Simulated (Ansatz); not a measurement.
Two members of one family (Series SiCl2X2), computed with Ansatz in the gas phase. The two geometries come from different levels. Binding counts from free atoms in the multiplicity of their measured ground term, without zero-point energy. The structures are stationary points that may keep the symmetry of their start.

First: Si(OMe)2Cl2 (singlet, charge 0, r2SCAN-D4/def2-SVP geometry).

```xyz
13

Si   -0.080   -0.205   -0.111
O    -0.830    0.608    1.083
C    -2.066    0.256    1.679
H    -2.878    0.240    0.932
H    -2.301    1.011    2.442
H    -2.006   -0.734    2.164
O     1.295    0.600   -0.442
C     2.257    0.236   -1.415
H     2.688   -0.756   -1.197
H     3.062    0.985   -1.392
H     1.815    0.220   -2.426
Cl   -1.282   -0.319   -1.784
Cl    0.328   -2.143    0.466
```

```tsv
level	HOMO (eV)	LUMO (eV)	gap (eV)	binding per atom (eV)
PBE-D4/def2-SVP	-6.94	-0.05	6.88	4.10
PBE-D4/def2-TZVP	-7.13	-0.50	6.63	4.09
r2SCAN-D4/def2-TZVP	-7.49	-0.06	7.44	4.04
PBE0-D4/def2-SVP	-8.62	0.99	9.62	4.01
PBE0-D4/def2-TZVP	-8.74	0.55	9.28	4.02
```

Second: SiCl2(SiMe3)2 (singlet, charge 0, PBE0-D4/def2-SVP geometry).

```xyz
29

Si   -0.7759   -0.1707   -0.8116
Cl   -0.3984   -0.9556   -2.7288
Cl   -2.8371    0.2395   -0.6777
Si    0.2994    1.9108   -0.7451
C    -0.3474    2.8831   -2.2186
C    -0.1508    2.7496    0.8807
C     2.1545    1.6147   -0.8802
H     0.1118    3.8836   -2.2723
H    -1.4390    3.0046   -2.1467
H    -0.1272    2.3488   -3.1549
H    -1.2447    2.8211    0.9832
H     0.2370    2.1872    1.7447
H     0.2656    3.7690    0.9259
H     2.5371    1.0555   -0.0115
H     2.3870    1.0355   -1.7874
H     2.7031    2.5700   -0.9348
Si   -0.3581   -1.9213    0.6882
C    -0.7578   -1.3186    2.4270
C    -1.4913   -3.3301    0.1741
C     1.4547   -2.4082    0.5246
H    -0.6530   -2.1340    3.1604
H    -1.7937   -0.9469    2.4747
H    -0.0880   -0.5002    2.7326
H    -2.5450   -3.0115    0.2244
H    -1.2791   -3.6326   -0.8629
H    -1.3619   -4.2077    0.8278
H     1.6914   -2.6592   -0.5209
H     2.1218   -1.5884    0.8365
H     1.6849   -3.2879    1.1485
```

Q: Estimate how these quantities change from the first to the second (second minus first).

A: 
```csv
level,Δ HOMO (eV),Δ LUMO (eV),Δ gap (eV),Δ binding per atom (eV)
PBE-D4/def2-SVP,1.33,-0.86,-2.20,-0.14
PBE-D4/def2-TZVP,1.41,-0.73,-2.14,-0.15
r2SCAN-D4/def2-TZVP,1.54,-1.00,-2.54,-0.13
PBE0-D4/def2-SVP,1.86,-1.16,-3.02,-0.09
PBE0-D4/def2-TZVP,1.92,-0.97,-2.89,-0.11
```
